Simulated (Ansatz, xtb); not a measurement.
Relative energy of two isomers of C6H3BN2

Structure I is `N#CC1=CC=C(C#N)B1`, a singlet and structure II is `N#CB1C=CC(C#N)=C1`, a singlet. Both are isolated molecules in the gas phase, relaxed with B3LYP-D3(BJ)/def2-SVP.

I (Å):

```
atom    x (Å)    y (Å)    z (Å)
   C  -0.3951   3.1453  -0.6618
   C   0.1039   1.8378  -0.4262
   C   0.6344   1.0140  -1.3686
   C   1.0640  -0.2910  -0.7869
   C   0.8250  -0.3522   0.5500
   C   1.1203  -1.4574   1.3899
   B   0.1643   1.0399   0.9501
   N  -0.8119   4.2193  -0.8203
   N   1.3494  -2.3447   2.1057
   H   0.7470   1.2476  -2.4301
   H   1.5141  -1.0822  -1.3916
   H  -0.2011   1.4011   2.0302
```

II (Å):

```xyz
12

C    -1.6344    1.6833    2.3906
C     0.8073    1.8532    1.0649
C     1.4278    1.0095    0.2189
C     0.5990   -0.2486   -0.0206
C     1.0536   -1.2895   -0.8830
C    -0.5650   -0.2225    0.6724
B    -0.5458    1.1538    1.4518
N    -2.4601    2.0863    3.1036
N     1.4470   -2.1232   -1.5907
H     1.2170    2.8134    1.3776
H     2.3974    1.1481   -0.2663
H    -1.3071   -1.0196    0.6469
```

Q: Which of the two would you expect CCSD(T)/def2-SVP + ΔMP2/def2-TZVPP electronic energies to favour?

A: Structure II; the calculation gives E(II) − E(I) = −10.8 kcal/mol.

The same difference at several levels:

| level | geometry | E(II) − E(I) (kcal/mol) | departure from the last row (kcal/mol) | job, with rough time for the two |
| --- | --- | --- | --- | --- |
| GFN2-xTB | GFN2-xTB | +10.7 | +21.4 | optimisation, 0.24 s |
| HF/STO-3G | GFN2-xTB | −10.3 | +0.4 | single point, 0.76 s |
| r2SCAN-D4/def2-SVP | GFN2-xTB | −9.1 | +1.7 | single point, 5 s |
| B3LYP-D3(BJ)/def2-SVP | B3LYP-D3(BJ)/def2-SVP | −9.3 | +1.4 | optimisation, 49 s |
| HF/def2-SVP | B3LYP-D3(BJ)/def2-SVP | −8.9 | +1.9 | part of the CCSD(T) run |
| MP2/def2-SVP | B3LYP-D3(BJ)/def2-SVP | −10.4 | +0.4 | part of the CCSD(T) run |
| CCSD(T)/def2-SVP | B3LYP-D3(BJ)/def2-SVP | −10.6 | +0.2 | single point |
| CCSD(T)/def2-SVP + ΔMP2/def2-TZVPP | B3LYP-D3(BJ)/def2-SVP | −10.8 |  | single point, 96 s |

As drawn, II has 1 C–B, 1 C–H in place of 1 C–C, 1 B–H.

GFN2-xTB puts the two in the other order. The largest departure from CCSD(T)/def2-SVP + ΔMP2/def2-TZVPP is that of GFN2-xTB, 21.4 kcal/mol. The last row adds to CCSD(T) the change of the MP2 difference between the two basis sets, here −0.2 kcal/mol.

With thermal terms from frequencies at re-optimised GFN2-xTB minima (ideal gas, soft modes damped towards free rotors, one conformer each, 298.15 K, 1 atm): on the last row, ΔE + ΔZPE = −9.7, ΔH = −9.7, ΔG = −10.2 kcal/mol.

The correlated steps freeze 9 core orbitals. Programs: Ansatz 0.2.0, xtb 6.7.1; the last row on 2 threads of Intel(R) Xeon(R) Platinum 8375C CPU @ 2.90GHz (Ice Lake) on a shared host.
